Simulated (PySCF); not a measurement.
SMILES [SiH2](c1ccc(cc1)[SiH](Cl)Cl)F (C₆H₇Cl₂FSi₂), GFN2-xTB optimised geometry.

```
18

Si    -2.86    -2.68     5.25
F     -2.84    -4.26     4.91
C     -2.16    -1.79     3.75
C     -1.79    -2.48     2.60
C     -1.29    -1.82     1.50
C     -1.13    -0.43     1.50
C     -1.49     0.26     2.65
C     -2.00    -0.41     3.75
Si    -0.41     0.46     0.00
Cl    -1.04     2.38     0.00
Cl    -1.05    -0.45    -1.69
H     -4.26    -2.36     5.49
H     -2.01    -2.54     6.42
H     -1.91    -3.56     2.57
H     -1.01    -2.38     0.62
H     -1.38     1.33     2.69
H     -2.28     0.16     4.63
H      1.04     0.46     0.00
```

Density from PBE0/def2-SVP run with PySCF at that geometry.

Minimum of the electron density along straight lines between bonded atoms, close to the bond critical point (lines longer than 1.1 times the sum of covalent radii, or with two minima, are not listed):

```csv
bond,length / Å,ρ at the minimum / e bohr⁻³,∇²ρ there / e bohr⁻⁵,position (fraction from the first atom)
Si1–F2,1.611,0.118,1.08,0.42
Si1–C3,1.883,0.116,0.34,0.38
C3–C4,1.393,0.305,-0.76,0.50
C4–C5,1.381,0.314,-0.81,0.50
C5–C6,1.394,0.305,-0.76,0.50
C6–C7,1.395,0.304,-0.76,0.50
C3–C8,1.393,0.306,-0.76,0.50
C7–C8,1.380,0.314,-0.81,0.50
C6–Si9,1.888,0.117,0.32,0.62
Si9–Cl10,2.020,0.098,0.32,0.37
Si9–Cl11,2.020,0.098,0.32,0.37
Si1–H12,1.456,0.122,0.33,0.49
Si1–H13,1.456,0.122,0.32,0.49
C4–H14,1.080,0.286,-1.10,0.64
C5–H15,1.080,0.285,-1.10,0.63
C7–H16,1.080,0.285,-1.10,0.63
C8–H17,1.081,0.283,-1.07,0.63
Si9–H18,1.459,0.123,0.31,0.49
```
